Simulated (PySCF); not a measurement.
# Computed records: Al₂BH₂N

All values are calculated (PySCF 2.14.0). Calculation on a computer-drawn molecule: optimised geometry and harmonic frequencies of an isolated molecule of the commonest isotopes, restricted reference for singlets and unrestricted otherwise, frozen core in MP2.

## Al₂BH₂N

Start structure:
```xyz
6
Al2BH2N
Al    -2.8185     1.3954     0.1371
N     -1.2983     0.6681    -0.4481
B     -0.1346     0.2228    -0.8720
Al     1.5885    -0.5810    -1.5665
H      2.2403    -1.8522    -1.0445
H      2.5233     0.0823    -2.6778
```

Settings of this run: charge 0, multiplicity 1, method HF and basis cc-pV(D+d)Z.

It finds rotational constants 133.3, 1.275, 1.263 GHz; total energy -564.1739 hartree; convergence status largest gradient component 1.675e-05 hartree/bohr.

Drawn bonds:
```csv
atom,other atom,order
1,2,1
2,3,2
3,4,1
4,5,1
4,6,1
```

Optimised structure:
```xyz
6
Al2BH2N
Al    -2.8105     1.3767     0.1335
N     -1.2583     0.6954    -0.4609
B     -0.1714     0.2183    -0.8784
Al     1.6661    -0.5885    -1.5836
H      2.2092    -1.9355    -0.9712
H      2.4657     0.1689    -2.7112
```

Modes:
```csv
frequency (cm⁻¹),reduced mass (dalton)
73.42,7.736
77.36,10.12
262,3.161
276.7,6.566
364.1,12.31
554.3,1.523
638.2,1.234
722.9,15.08
839.1,1.063
1991,2.704
2008,1.061
2017,1.451
```
